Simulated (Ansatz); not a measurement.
`[CH3][AlH][BH]N` + `COC[SiH2]F` → `NBOC[SiH2]F` + `[CH3][AlH][CH3]`  (redistribution)

Computed with Ansatz on PBE0-D4/def2-TZVP structures; ΔE is electronic, products minus reactants. CCSD(T)/CBS adds triple-zeta CCSD(T) − MP2 to the extrapolated MP2 energy (def2 sets, frozen cores). Functionals use def2-TZVPP. B3LYP here is the variant with VWN-RPA as its local correlation; programs differ in this. Each species was taken in one conformer, which may not be the lowest.

`[CH3][AlH][BH]N`:

Cartesian coordinates in Å:
```
C -1.181 -1.832 0.807
Al -0.725 -0.054 0.121
B 1.237 0.639 -0.392
N 1.380 1.936 -0.872
H -1.698 -1.755 1.770
H -0.314 -2.482 0.941
H -1.879 -2.337 0.130
H -1.950 0.969 -0.072
H 2.256 0.004 -0.304
H 2.266 2.340 -1.136
H 0.607 2.572 -0.993
```

`COC[SiH2]F`:

Cartesian coordinates in Å:
```
C -1.572 -0.124 0.841
O -0.506 0.786 0.866
C 0.736 0.193 0.545
Si 1.063 0.028 -1.303
F 1.229 1.489 -1.937
H -1.705 -0.582 -0.148
H -1.425 -0.928 1.577
H -2.476 0.429 1.095
H 0.851 -0.785 1.041
H 1.515 0.841 0.963
H -0.046 -0.640 -2.028
H 2.336 -0.709 -1.512
```

`NBOC[SiH2]F`:

```xyz
13

N    -0.920   -0.507    2.156
B    -0.384    0.678    1.639
O     0.108    0.784    0.365
C     0.097   -0.328   -0.516
Si    0.839    0.294   -2.125
F     0.853   -0.920   -3.175
H    -0.991   -1.372    1.649
H    -1.275   -0.557    3.094
H    -0.339    1.664    2.315
H     0.687   -1.162   -0.114
H    -0.924   -0.698   -0.679
H     0.013    1.385   -2.692
H     2.237    0.740   -1.918
```

`[CH3][AlH][CH3]`:

```xyz
10

C    -1.341    1.043    0.310
Al    0.118   -0.200    0.688
C     1.256   -0.893   -0.742
H    -0.981    1.917   -0.244
H    -1.851    1.400    1.208
H    -2.092    0.567   -0.331
H     0.395   -0.683    2.183
H     1.028   -0.468   -1.723
H     2.314   -0.703   -0.529
H     1.154   -1.981   -0.819
```

```csv
level,ΔE (kcal/mol)
PBE0-D4,-55.5
B3LYP,-57.0
```

Question: What does CCSD(T)/CBS give? (Estimate.)

Answer: Ansatz gave: -57.8 kcal/mol. The listed levels differ from it by 2.3, 0.8 kcal/mol.

Largest T1 diagnostic among the species: 0.012.

From PBE to PBE0 (25 % exact exchange), in def2-TZVPP and without D4, ΔE moves by −1.7 kcal/mol.
